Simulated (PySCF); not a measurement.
# In: excitation energy

In [Kr] 4d10 5s2 5p1 (2P) → In [Kr] 4d10 5s1 5p1 6s1 (4P), as a difference of total energies. Calculation: PySCF 2.14, in aug-cc-pVTZ-DK3 (8s7p5d2f, 68 functions); the spin-free X2C one-electron Hamiltonian (Gaussian nucleus). Correlated levels: valence: [Kr] 4d10 frozen. The calculations carry no spin-orbit coupling.

```tsv
method	excitation energy (eV)
UHF	6.637
MP2 (valence)	7.299
SCS-MP2 (valence)	7.514
CCSD (valence)	7.506
CCSD(T) (valence)	7.524
```

Q: How much does correlation contribute at CCSD(T) (valence)?

A: 7.524 − (6.637) = 0.887 eV, measured against UHF.

A first-order spin-orbit estimate (lowest level to lowest level, LS coupling) adds -0.044 eV.

The upper state lies above the first ionisation limit, but in LS coupling its spin forbids autoionisation to the ground ion; at this Z spin-orbit coupling breaks that rule. A Rydberg-like electron needs more diffuse functions than a valence basis has.

The promoted electron is Rydberg-like, and one or two diffuse shells describe it only roughly, which tends to raise the upper state.
